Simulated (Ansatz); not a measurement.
Relative stability

Two relaxed structures of LiAlSiH4S, singlet (PBE0-D4/def2-TZVP; forces vanish, vibrations not checked).

A:

```
atom    x (Å)    y (Å)    z (Å)
 Li1   0.3170  -0.7095   2.0757
 Al2  -1.3297  -1.1052   0.0015
 Si3   0.1260   0.7228  -0.0139
  S4   2.0951  -0.0439   0.6897
  H5  -2.8124  -1.4417  -0.4515
  H6   0.3932   1.5939  -1.1918
  H7  -0.8807  -1.8931   1.3880
  H8   2.3726  -1.0853  -0.1161
```

B:

| atom | x (Å) | y (Å) | z (Å) |
| --- | --- | --- | --- |
| Li1 | 0.1017 | -1.5704 | 1.6583 |
| Al2 | -1.2307 | -0.9887 | -0.4880 |
| Si3 | -0.1847 | 1.1000 | -0.1300 |
| S4 | 1.0850 | -0.7032 | -0.1895 |
| H5 | -1.8933 | -1.7013 | -1.7320 |
| H6 | 0.2902 | 2.0405 | -1.1799 |
| H7 | -0.0283 | 1.7898 | 1.1865 |
| H8 | -1.5540 | -1.6768 | 0.9922 |

Ansatz 0.2.0; basis: def2-TZVPP; cores frozen in the correlated methods. The outer core shell of Li, Na, Mg and K is correlated. B3LYP uses VWN-RPA correlation.

Problem. Which structure is lower at CCSD(T), and by how much? (Judge from chemistry; the value comes from the calculation.)

Solution. Computed: B, by 1.676 eV (electronic energy, against the other). By their contacts, A is LiAlSiH₄S ([H]1[AlH]2[SiH]3[SH][Li]123) and B is LiAlSiH₄S ([H]1[Li]2[S]3[SiH2][AlH]123).

All methods give the same order:

```csv
method,E(B) − E(A) (eV)
PBE-D4,-1.561
r2SCAN-D4,-1.716
PBE0-D4,-1.686
B3LYP-D4,-1.669
wB97M-V,-1.745
HF,-1.862
MP2,-1.804
CCSD,-1.711
CCSD(T),-1.676
```

T1 diagnostic: at most 0.016. The restricted Hartree–Fock reference is unstable towards an unrestricted one at one or more of these structures.

Labels in which every atom is bracketed show which atoms are joined, not bond orders.

For scale, one of the runs: CCSD(T)/def2-TZVPP, 201 basis functions, launched by `ansatz run in.yaml --threads 2 --pin off --events-out ev --progress --plain --max-ram 4352MiB`. Time: 44 s of wall clock on 2 CPU threads of an Arm Neoverse V2; the host was shared. Peak host memory: 2.2 GiB.
